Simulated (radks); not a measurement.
Initial-state core-level shifts of the gadolinium ion Gd3+ when its valence configuration changes from [Xe] 4f7. Method: scalar-relativistic Kohn-Sham, LDA (Slater exchange, Perdew-Wang correlation), spin-polarised, spherical densities, point nucleus; open shells are filled with parallel spins first (spin-orbit coupling, left out, can overturn this in heavy ions); computed with a radial shooting solver on a logarithmic mesh with Libxc functionals. Shifts are changes of the shell-averaged eigenvalues in eV (positive: less bound).

valence	4s	4p	5s	5p
4f6.5 6s0.5	-6.033	-5.926	-3.509	-3.008
4f5 5d2	-18.908	-18.396	-8.045	-6.415
4f5 5d1 6s1	-22.331	-21.819	-11.199	-9.347
4f6 6s1	-12.360	-12.132	-7.078	-6.058
4f5 6s2	-25.926	-25.413	-14.484	-12.402
4f6.5 5d0.5	-4.458	-4.349	-2.005	-1.610
4f6 5d1	-9.110	-8.878	-4.021	-3.221
4f6 6p1	-13.494	-13.266	-8.174	-7.112
